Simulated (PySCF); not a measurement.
B3LYP has the VWN-RPA correlation part, as in Gaussian. Excitations are Tamm–Dancoff values on a coarser integration grid. The basis has no diffuse functions, so Rydberg states are missing or too high.

Cartesian coordinates (Å):
SMILES: [NH2][In]([NH2])[SH]
```xyz
9

N     -1.5472    -0.9348     0.1510
In     0.1170     0.2318    -0.0184
N      1.9738    -0.6048    -0.0274
S     -0.0746     2.6244    -0.2096
H     -1.4471    -1.8870    -0.1767
H     -2.3954    -0.5475    -0.2410
H      2.0621    -1.4881     0.4577
H      2.7298     0.0011     0.2626
H     -1.4184     2.6048    -0.1981
```
Charge 0, spin multiplicity 1.

Q: Predict the total energy, T1 excitation (TDA), S1–T1 gap (TDA), dipole moment, S1 oscillator strength, S1 excitation (TDA), HOMO and HOMO–LUMO gap from B3LYP-D3(BJ)/def2-TZVP in PySCF.

A: 
The total energy is -701.0502 Ha. The T1 excitation (TDA) is 4.02 eV. The S1–T1 gap (TDA) is 0.47 eV, the dipole moment is 1.60 D and the S1 oscillator strength is 0.008. The S1 excitation (TDA) is 4.48 eV, the HOMO comes out as -6.87 eV and the HOMO–LUMO gap is 5.48 eV.
